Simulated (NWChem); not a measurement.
System meant: MoS₂F₂; SMILES [F][Mo]([F])(=[S])=[S]

NWChem input:

```
start job
memory heap 200 mb stack 900 mb global 1100 mb
geometry units angstroms noautoz
  Mo     0.000000     0.000000    -0.195697
  S      1.687645     0.000000     1.040963
  S     -1.687645     0.000000     1.040963
  F      0.000000    -1.534092    -1.193374
  F      0.000000     1.534092    -1.193374
end
basis spherical
  * library def2-svp
end
ecp
  Mo library def2-ecp
end
dft
  odft
  mult 2
  xc pbe0
  iterations 150
  mulliken
end
task dft energy
```

End of the output:

```
 Summary of "ao basis" -> "" (spherical)
 ------------------------------------------------------------------------------
       Tag                 Description            Shells   Functions and Types
 ---------------- ------------------------------  ------  ---------------------
 *                          def2-svp                  on all atoms

                                 NWChem DFT Module
                                 -----------------

 Summary of "ao basis" -> "ao basis" (spherical)
 ------------------------------------------------------------------------------
       Tag                 Description            Shells   Functions and Types
 ---------------- ------------------------------  ------  ---------------------
 Mo                         def2-svp                11       31   5s3p2d1f
 S                          def2-svp                 8       18   4s3p1d
 F                          def2-svp                 6       14   3s2p1d

 Summary of "ao basis" -> "ao basis" (spherical)
 ------------------------------------------------------------------------------
       Tag                 Description            Shells   Functions and Types
 ---------------- ------------------------------  ------  ---------------------
 Mo                         def2-svp                11       31   5s3p2d1f
 S                          def2-svp                 8       18   4s3p1d
 F                          def2-svp                 6       14   3s2p1d

      Symmetry analysis of basis
      --------------------------

        a1         37
        a2         12
        b1         24
        b2         22

  number of electrons :                   64
  multiplicity        :                    2
 ------------------------------------------------------------------------
  no. of electrons and multiplicity not compatible                  64
 ------------------------------------------------------------------------
 ------------------------------------------------------------------------
  current input line :
    23: task dft energy
 ------------------------------------------------------------------------
 ------------------------------------------------------------------------
 There is an error in the input file
 ------------------------------------------------------------------------
 For more information see the NWChem manual at https://nwchemgit.github.io

0: no. of electrons and multiplicity not compatible:Received an Error in Communication
```

**Question.** What is wrong, and how is it mended?

**Answer.** The input was rejected before any calculation. Cause: the multiplicity doesn't fit the number of electrons (an even count wants an odd multiplicity, and the reverse). This input runs:
```
start job
memory heap 200 mb stack 900 mb global 1100 mb
geometry units angstroms noautoz
  Mo     0.000000     0.000000    -0.195697
  S      1.687645     0.000000     1.040963
  S     -1.687645     0.000000     1.040963
  F      0.000000    -1.534092    -1.193374
  F      0.000000     1.534092    -1.193374
end
basis spherical
  * library def2-svp
end
ecp
  Mo library def2-ecp
end
dft
  xc pbe0
  iterations 150
  mulliken
end
task dft energy
```
It converges to -1063.55589 Ha (PBE0/def2-SVP with def2 effective core potentials on Mo).
